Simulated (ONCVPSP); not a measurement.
# Cs (Z = 55) ONCV: all-electron and pseudo phase curves

ONCVPSP 4.0.1 input, shortened (lines: element, Z, core and valence counts, functional; n l f; lmax; l rc ep ncon nbas qcut; lloc lpopt rc5 dvloc0; l nproj debl; icmod fcfact rcfact), PBE, scalar-relativistic:

```
  Cs 55.00    9    3        4      upf
    1    0    2.00
    2    0    2.00
    2    1    6.00
    3    0    2.00
    3    1    6.00
    3    2   10.00
    4    0    2.00
    4    1    6.00
    4    2   10.00
    5    0    2.00
    5    1    6.00
    6    0    1.00
    2
    0    3.10    0.00    3    6    3.50
    1    2.75    0.00    4    8    4.50
    2    3.25    0.06    5    8    3.40
    4    5    1.70    0.00
    0    2    2.40
    1    2    0.90
    2    1    3.30
    2    0.50    0.90
```

In the d channel the program set the typed energies aside and used 0.050 Ha.

The phase is arctan(r·R′/R) of the radial function R(r), unwrapped; energies in Ha, scanned from -2 to 5 Ha. A pole is an energy at which the radial function vanishes at the test radius. The pseudo phase is shifted by a multiple of π to meet the all-electron one at the reference energy, and phase errors are pseudo minus all-electron; the curves can meet again beyond the range given. Levels narrower than the energy grid can be missing from the lists of poles.

Question: For each channel, where are the poles, and over which energies does the pseudopotential scatter like the atom?

Answer:

```csv
channel,radius (bohr),reference energy (Ha),"poles, all-electron","poles, pseudo",unbroken range about the reference energy with phases within 0.05 rad,phase error 1 Ha above the reference energy (rad)
s,3.14,-0.08,"-0.91, 1.61","-0.91, 0.83, 1.75",below 0.7,-2.969
p,2.79,-0.50,"-0.17, 3.20","-0.17, 2.95, 4.69",below 3.2,-0.000
d,3.30,0.05,"0.48, 2.80","0.47, 2.27, 4.57",below 0.9,-0.114
```

Note: no bound ghost flagged; GHOST(+) flagged for s at 23.3 eV.

Phases in the p channel:

| E (Ha) | all-electron | pseudo |
| --- | --- | --- |
| -1.98 | 1.306 | 1.305 |
| -1.80 | 1.280 | 1.280 |
| -1.62 | 1.246 | 1.246 |
| -1.44 | 1.197 | 1.197 |
| -1.26 | 1.119 | 1.119 |
| -1.08 | 0.974 | 0.974 |
| -0.90 | 0.620 | 0.620 |
| -0.72 | -0.356 | -0.356 |
| -0.54 | -1.151 | -1.151 |
| -0.36 | -1.430 | -1.430 |
| -0.18 | -1.563 | -1.563 |
| 0.00 | -1.651 | -1.652 |
| 0.18 | -1.726 | -1.726 |
| 0.36 | -1.805 | -1.805 |
| 0.54 | -1.906 | -1.906 |
| 0.72 | -2.061 | -2.061 |
| 0.90 | -2.355 | -2.357 |
| 1.08 | -2.974 | -2.982 |
| 1.26 | -3.737 | -3.749 |
| 1.44 | -4.148 | -4.158 |
| 1.62 | -4.343 | -4.351 |
| 1.80 | -4.451 | -4.459 |
| 1.98 | -4.520 | -4.528 |
| 2.16 | -4.569 | -4.578 |
| 2.34 | -4.605 | -4.616 |
| 2.52 | -4.634 | -4.647 |
| 2.70 | -4.658 | -4.675 |
| 2.88 | -4.679 | -4.702 |
| 3.06 | -4.699 | -4.731 |
| 3.24 | -4.717 | -4.766 |
| 3.42 | -4.734 | -4.819 |
| 3.60 | -4.752 | -4.939 |
| 3.78 | -4.771 | -5.798 |
| 3.96 | -4.791 | -7.555 |
| 4.14 | -4.815 | -7.729 |
| 4.32 | -4.843 | -7.791 |
| 4.50 | -4.880 | -7.827 |
| 4.68 | -4.933 | -7.853 |
| 4.86 | -5.014 | -7.875 |
